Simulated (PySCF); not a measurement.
C4H11PSi.
Atom-mapped SMILES: `[SiH3:1][PH:2][CH:3]1[CH2:4][CH2:5][CH2:6]1` (hydrogens: H7, H8, H9 on Si1; H10 on P2; H11 on C3; H12, H13 on C4; H14, H15 on C5; H16, H17 on C6)

Method used: PySCF 2.14.0, density-fitted response routines, TDDFT CAM-B3LYP/def2-SVPD, vertical, gas phase, core orbitals frozen in the response. One conformer (not necessarily the lowest) at the GFN2-xTB geometry, without solvent, vibrations or thermal averaging. Torsions of this conformer, `[SiH3:1][PH:2][CH:3]1[CH2:4][CH2:5][CH2:6]1`: Si1–P2–C3–C4 61°.

Each state is given a Gaussian of 0.4 eV full width at half maximum, with ε(max) = 2.175×10⁸ f / Δν̃ (Δν̃ the width in cm⁻¹). The width is an assumption, not a result. The curve ends short of the highest state used, and states not computed would add to its high-energy end.

| λ (nm) | ε (L mol⁻¹ cm⁻¹) |
| --- | --- |
| 175.2 | 2004 |
| 177.6 | 2985 |
| 180.0 | 5056 |
| 182.4 | 8049 |
| 184.8 | 10903 |
| 187.2 | 12341 |
| 189.6 | 11807 |
| 191.9 | 9798 |
| 194.3 | 7067 |
| 196.7 | 4684 |
| 199.1 | 3264 |
| 201.5 | 2833 |
| 203.9 | 2962 |
| 206.2 | 3107 |
| 208.6 | 2946 |
| 211.0 | 2430 |
| 213.4 | 1737 |
| 215.8 | 1082 |
| 218.2 | 593 |
| 220.6 | 288 |
| 222.9 | 130 |
| 225.3 | 51 |
| 227.7 | 18 |
| 230.1 | 6 |

Task: Locate the maxima and give the states behind the curve.

Result: 206 nm (6.01 eV), ε about 3100, made up of S1 (96%); 188 nm (6.60 eV), ε about 12000, made up of S2 (41%) and S3 (59%) (ε in L mol⁻¹ cm⁻¹; maxima over ε = 5, shares over 10%). The states used: S1 5.99 eV (f 0.045); S2 6.49 eV (f 0.094); S3 6.68 eV (f 0.120); S4 7.03 eV (f 0.015); S5 7.19 eV (f 0.0029); S6 7.36 eV (f 0.017); S7 7.51 eV (f 0.0079); S8 7.67 eV (f 0.023).

Task: Does any computed singlet lie in the visible range?

Result: No computed singlet lies in the visible range (380 to 750 nm); the lowest, at 207 nm, stands 2.73 eV above its violet end (3.26 eV).

Task: What would ε be at 6.60 eV, the highest of these maxima, with half the width (0.2 eV)?

Result: About 15700 L mol⁻¹ cm⁻¹ against 12400, a factor of about 1.3; a lone state at its own centre would give exactly 2.

Task: On this curve, what absorbance would a 10⁻⁵ mol/L sample give at 193 nm over a 1 cm path?

Result: 193 nm is 6.424 eV, where ε is about 8600 L mol⁻¹ cm⁻¹, so A = ε c l ≈ 0.086 (Beer–Lambert, with the gas-phase spectrum and the assumed width).
